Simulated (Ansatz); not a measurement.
Reaction (cleavage of the P–Si bond): `O[SiH2]PO` + H₂S → `OPS` + silanol

Gas-phase electronic energies from Ansatz, PBE0-D4/def2-TZVP geometries. CBS: MP2 limit from def2 TZ/QZ plus the TZ coupled-cluster correction, frozen cores. This one scheme is used for every species. Functionals use def2-TZVPP. B3LYP here is the variant with VWN-RPA as its local correlation; programs differ in this. One conformer a species, not always the lowest.

`O[SiH2]PO`:

Cartesian coordinates in Å:
```
O 0.655 -0.800 1.436
Si 0.151 -1.147 -0.093
P -0.183 0.792 -1.213
O -0.740 1.605 0.149
H 0.287 0.009 1.800
H -1.136 -1.894 -0.079
H 1.191 -1.966 -0.763
H 1.192 1.163 -1.132
H -1.417 2.237 -0.105
```

H₂S:

Cartesian coordinates in Å:
```
S 0.583 -0.208 0.025
H -0.390 -0.278 -0.895
H -0.193 0.487 0.870
```

`OPS`:

Cartesian coordinates in Å:
```
O 0.103 -0.426 -1.401
P -0.256 0.642 -0.199
S 0.560 -0.181 1.567
H -0.678 -0.931 -1.641
H 0.897 1.437 -0.412
H -0.626 -0.540 2.086
```

`O[SiH3]`:

Cartesian coordinates in Å:
```
O 0.872 -0.690 -0.637
Si -0.120 0.262 0.271
H 0.471 -1.246 -1.305
H -0.880 1.226 -0.572
H 0.763 0.997 1.204
H -1.106 -0.548 1.039
```

Q: Is it downhill or uphill in electronic energy at CCSD(T)/CBS, and by how much? (Estimate.)

A: Computed: Downhill: ΔE = -4.9 kcal/mol.

Q: What do these levels give: B3LYP-D4, r2SCANh-D4, ωB97M-V, B2PLYP, PBE, r2SCAN, RPA@PBE/def2-TZVPP, MP2/def2-TZVPP, SCS-MP2/def2-TZVPP, HF/def2-QZVPP, MP2/def2-QZVPP, MP2/CBS(def2)? (Estimate.)

A: Ansatz gave: B3LYP-D4 -5.0, r2SCANh-D4 -5.1, ωB97M-V -4.9, B2PLYP -5.8, PBE -5.3, r2SCAN -5.4, RPA@PBE/def2-TZVPP -4.3, MP2/def2-TZVPP -5.6, SCS-MP2/def2-TZVPP -5.8, HF/def2-QZVPP -6.3, MP2/def2-QZVPP -6.2, MP2/CBS(def2) -6.4 kcal/mol.

Q: What do rigid-rotor, harmonic-oscillator terms from PBE0-D4/def2-TZVP frequencies (298.15 K, 1 bar) make of the CCSD(T)/CBS value? (An estimate is asked.)

A: The calculation gave: ΔZPE = +1.1 kcal/mol, ΔH = -4.6 kcal/mol, ΔS = 3 J/(mol·K), ΔG = -4.8 kcal/mol.

Largest T1 diagnostic among the species: 0.014.

The D4 term adds +0.9 kcal/mol with B3LYP and +0.5 kcal/mol with PBE0; it sums over pairs of atoms, weighted by their polarisabilities, and B3LYP, whose exchange is more repulsive, gets the larger term. Leaving LDA and LC-ωPBE aside and taking each functional with its dispersion term where it has one, the values, not all of them listed here, spread over 1.5 kcal/mol, from B2PLYP to ωB97X-V. LDA lies +1.0 kcal/mol from PBE without D4. From BLYP to BHLYP (50 % exact exchange), in def2-TZVPP and without D4, ΔE moves by +0.8 kcal/mol.
